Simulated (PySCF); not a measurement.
A GIAO shielding run with PySCF 2.14 (density fitting, non-relativistic, gas phase) on SMILES [SiH2](S[C@@H](C)[SiH3])O[SiH3], C2H12OSSi3:

```
$ OMP_NUM_THREADS=1 python probes_run.py task.json out

{"job": {"kind": "nmr", "xc": "PBE0", "basis": "pcSseg-1"}, "charge": 0, "multiplicity": 1}
C     -1.341176    -1.436556     1.224420
C     -0.939803    -0.369936     0.222343
Si    -2.216340    -0.101038    -1.167628
S     -0.718934     1.233379     1.122301
Si     0.909033     2.139569     0.081153
O      1.963967     1.009208    -0.380365
Si     2.870838    -0.337614    -0.367273
H     -2.286871    -1.177624     1.694839
H     -1.451391    -2.395474     0.720373
H     -0.589498    -1.537792     2.006084
H      0.040669    -0.617207    -0.188063
H     -2.396295    -1.381386    -1.859139
H     -1.693356     0.902857    -2.095577
H     -3.469328     0.345664    -0.565250
H      0.473167     2.745276    -1.168223
H      1.538390     3.014122     1.051932
H      4.242602     0.134160    -0.512145
H      2.656843    -1.042584     0.895288
H      2.397679    -1.117774    -1.510236
```

Hardware: 1 thread of an Arm Neoverse N1, shared host. The job also computes population analyses, field gradients.

(1) How large is the calculation?

(2) How long does it take, and how much memory does it need?

Results:

(1) 90 electrons, 207 basis functions and 1171 auxiliary functions.

(2) 71 s of wall time, with 13 SCF cycles and 5 response iterations; peak memory 0.93 GiB. Times on a shared host scatter by some tens of per cent.
